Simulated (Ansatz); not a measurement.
Computed with Ansatz.

Basis-set series for `C[CH](C)[Ge][F]`. The species carries charge 0 and has multiplicity 1. The geometry is a stationary point of PBE0-D4/def2-TZVP. It is one conformer, not always the lowest.

```json
{"functional": "PBE0-D4", "basis": "def2-SVP", "functions": "123", "energy (Eh)": "-2294.47451", "HOMO (eV)": "-6.39", "LUMO (eV)": "-2.29"}
{"functional": "PBE0-D4", "basis": "def2-QZVPP", "functions": "527", "energy (Eh)": "-2295.04883", "HOMO (eV)": "-6.46", "LUMO (eV)": "-2.42"}
{"functional": "ωB97M-V", "basis": "def2-SVP", "functions": "123", "energy (Eh)": "-2294.75648", "HOMO (eV)": "-8.48", "LUMO (eV)": "-0.30"}
{"functional": "ωB97M-V", "basis": "def2-QZVPP", "functions": "527", "energy (Eh)": "-2295.33942", "HOMO (eV)": "-8.57", "LUMO (eV)": "-0.53"}
```

(1) Give the rows for def2-TZVPP. (Best estimate.)

## Answers

(1) The calculation gave: 
```csv
functional,basis,functions,energy (Eh),HOMO (eV),LUMO (eV)
PBE0-D4,def2-TZVPP,270,-2294.99130,-6.42,-2.36
ωB97M-V,def2-TZVPP,270,-2295.28347,-8.53,-0.40
```

Scalar relativity is left out up to krypton.
